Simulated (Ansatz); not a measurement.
A made-up structure of Si2H3OF, closed shell:

F1  (-1.002, -1.921, 0.909)
Si2  (-0.594, -0.873, -0.215)
O3  (1.021, -0.463, -0.217)
Si4  (0.349, 1.052, 0.212)
H5  (-1.103, -1.423, -1.488)
H6  (-1.690, -1.059, 0.668)
H7  (0.610, 2.126, -0.777)
(Å)

It is relaxed with PBE-D4/def2-SVP and then PBE0-D4/def2-TZVP (Ansatz 0.2.0). Atoms count as bonded within 1.22 times the sum of their covalent radii (H–H: 0.88 Å). The end point is not checked to be a true minimum.

**Question.** Does its bonding change? (A judgement: the text doesn't fix the answer.)

**Answer.** Computed: Yes. Formed: none; broken: Si2–Si4.

Where it ends: The first stage lowers the energy by 5.78 eV in 13 steps. It ends as Si₂H₃OF ([F][SiH2][O][SiH]):
```tsv
atom	x (Å)	y (Å)	z (Å)
F1	-0.1286	-2.3180	0.7022
Si2	-0.9081	-1.2118	-0.1345
O3	0.0813	0.0712	-0.3263
Si4	0.2881	1.6192	0.2235
H5	-1.2182	-1.7747	-1.4630
H6	-2.1141	-0.8347	0.6359
H7	1.5904	1.8871	-0.5453
```

Labels in which every atom is bracketed show which atoms are joined, not bond orders.

For scale, one of the runs: PBE0-D4/def2-TZVP relaxation, 154 basis functions, launched by `ansatz run in.yaml --threads 2 --pin off --events-out ev --progress --plain --max-ram 4352MiB`. The run took about 35 s on 2 CPU threads of an Arm Neoverse V1 (shared host).
